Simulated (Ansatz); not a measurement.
MoF5, SMILES [Mo]([F])([F])([F])([F])[F] (connectivity only; charge and spin as stated), neutral, multiplicity 2.

The structure is a stationary point at B3LYP-D3(BJ)/def2-SVP. The multiplicity is an assumed one; no other spin state was optimised. The isomer is the one that the SMILES or the coordinates give; other isomers of the formula were not compared. The def2 effective core potentials stand for the cores of Mo; spin–orbit coupling is left out.

Two levels are set side by side: PBE/def2-SVPD (Ansatz, a first-principles code) and PBE0/def2-SVPD (Ansatz). Energy differences of separate SCF runs at the same geometry; the states with an electron removed or added have multiplicity 1 and 3. Differences are taken from unrounded values.

```csv
quantity,PBE0
vertical ionisation energy (eV),10.71
vertical electron affinity (eV),2.86
```

Q: What does PBE give, and how far is it from PBE0? (Estimate from the structure and the level; the computed values follow.)

A: 
```tsv
quantity	PBE	PBE minus PBE0
vertical ionisation energy (eV)	9.68	-1.03
vertical electron affinity (eV)	2.07	-0.79
```
